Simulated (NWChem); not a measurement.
Molecule: thiourea (CH4N2S); SMILES NC(N)=S

```xyz
8

N     -0.0176     1.1469    -1.0327
C      0.0000     0.0000    -0.3089
N      0.0176    -1.1469    -1.0327
S      0.0000     0.0000     1.3544
H      0.2329     1.1595    -2.0130
H      0.0783     2.0052    -0.5087
H     -0.2329    -1.1595    -2.0130
H     -0.0783    -2.0052    -0.5087
```
Atoms are numbered in this order, from 1.

Computed with NWChem. Geometry optimised at PBE0/def2-SVP; all other runs use it. 

| quantity | level | value |
|---|---|---|
| vertical, lowest excitation, singlet (eV) | PBE0/def2-SVPD, TDA | … |
| −ε(HOMO) (eV) | PBE0/def2-SVP | … |
| isotropic polarisability (bohr³), static | PBE0/def2-SVPD | 56.0 |
| solvation free energy (kcal/mol) in water | PBE0/def2-SVP, SMD | -11.8 |
| dipole (D) | PBE0/def2-SVP | 5.18 |
| highest harmonic frequency (cm⁻¹) | PBE0/def2-SVP | … |

Question: Complete the blanks.

Answer: 
- vertical, lowest excitation, singlet (eV), value: 4.12
- −ε(HOMO) (eV), value: 5.67
- highest harmonic frequency (cm⁻¹), value: 3754
